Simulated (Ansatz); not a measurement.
System: GaO2H3, charge 0, singlet. GaO2H3 (SMILES [OH][GaH][OH]).
B3LYP-D3(BJ)/def2-TZVP minimum from Ansatz (a first-principles code):
```
Ga
O 1 1.7869
H 2 0.9633 1 112.93
O 1 1.7968 2 112.40 3 0.00
H 4 0.9617 1 115.19 2 180.00
H 1 1.5468 2 121.51 3 -180.00
```
Charge 0, spin multiplicity 1.

Atomisation energy term by term, kcal/mol (programs: Ansatz). UHF or UKS for unpaired electrons; spin-orbit terms are left out. Cores are frozen in correlated methods (noble-gas shells, and filled d and f shells in the p block). No relativity. CBS(X,Y): correlation extrapolated as X^-3, Hartree-Fock from the larger set (Q,5: extrapolated as (X+1)exp(-9√X)). A bracket is a step between two methods taken in the basis named. For partners of very few electrons the exact lower level stands in for a higher one.

| term | basis | kcal/mol |
|---|---|---|
| Hartree-Fock | CBS(cc-pVQZ,cc-pV5Z) | 312.06 |
| CCSD correlation | CBS(cc-pVQZ,cc-pV5Z) | 149.50 |
| (T) | CBS(cc-pVQZ,cc-pV5Z) | 9.98 |
| CCSDT(Q) - CCSD(T) | cc-pVTZ | 0.26 |
| sum: De |  | 471.8 |

The step beyond CCSD(T) by other levels: CCSDT(Q) in cc-pVDZ 0.97 kcal/mol.
